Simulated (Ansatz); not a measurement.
Mulliken charges of `C[Se][SiH](F)Cl` from ωB97M-V/def2-TZVPP in Ansatz (PBE0-D4/def2-TZVP geometry).

```json
{"atom": "C1", "x (Å)": "-0.623", "y (Å)": "-0.953", "z (Å)": "-1.123", "charge (e)": "-0.430"}
{"atom": "Se2", "x (Å)": "1.112", "y (Å)": "-0.982", "z (Å)": "-0.210", "charge (e)": "-0.072"}
{"atom": "Si3", "x (Å)": "0.664", "y (Å)": "0.764", "z (Å)": "1.125", "charge (e)": "0.535"}
{"atom": "F4", "x (Å)": "1.973", "y (Å)": "1.044", "z (Å)": "1.979", "charge (e)": "-0.286"}
{"atom": "Cl5", "x (Å)": "0.209", "y (Å)": "2.448", "z (Å)": "0.061", "charge (e)": "-0.193"}
{"atom": "H6", "x (Å)": "-0.615", "y (Å)": "-1.804", "z (Å)": "-1.801", "charge (e)": "0.153"}
{"atom": "H7", "x (Å)": "-1.435", "y (Å)": "-1.068", "z (Å)": "-0.407", "charge (e)": "0.159"}
{"atom": "H8", "x (Å)": "-0.730", "y (Å)": "-0.030", "z (Å)": "-1.688", "charge (e)": "0.162"}
{"atom": "H9", "x (Å)": "-0.466", "y (Å)": "0.533", "z (Å)": "2.047", "charge (e)": "-0.027"}
```

Question: By hand: the dipole of these point charges (1 e Å = 4.8032 D).

Answer: Σ q r = (-0.489, -0.347, -0.147) e Å, of length 0.617 e Å = 2.96 D.

Question: How does the dipole of the full density compare? (Best estimate.)

Answer: Computed: (-0.401, -0.225, -0.183) e Å, 2.38 D; the point charges give 1.24 times that, at 10° from its direction.

Point charges leave out the atoms' own dipoles, such as those of lone pairs, and Mulliken's split depends on the basis, so the two needn't agree.
